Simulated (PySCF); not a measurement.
Bi(F)3 cation (BiF₃), SMILES [F][Bi]([F])[F] (connectivity only; charge and spin as stated), charge +1, multiplicity 2. The structure is a stationary point at r2SCAN-D4/def2-SVP. The multiplicity is an assumed one; other spin states were not compared. The isomer is the one that the SMILES or the coordinates give; other isomers of the formula were not compared. The def2 effective core potentials stand for the cores of Bi; spin–orbit coupling is left out.

Computed with r2SCAN-D4/def2-SVP (PySCF).

Harmonic wavenumbers (cm⁻¹): 117, 117, 120, 523, 524, 554. Rotational constants (GHz): 3.966, 3.966, 2.622; symmetry number 3.

Question: Work out the zero-point energy and the ideal-gas rigid-rotor harmonic-oscillator thermochemistry at 298.15 K and 1 atm.

Answer: ZPE = ½ Σ hcν = ½ × 1955 cm⁻¹ = 11.70 kJ/mol. H − E(el) = 28.71 kJ/mol. Entropy in J/(mol K): translation 178.38, rotation 101.57, vibration 46.61, spin 5.76, total 332.32. G − E(el) = -70.37 kJ/mol. Cp = 72.29 J/(mol K). Modes under 150 cm⁻¹ make the vibrational entropy uncertain.
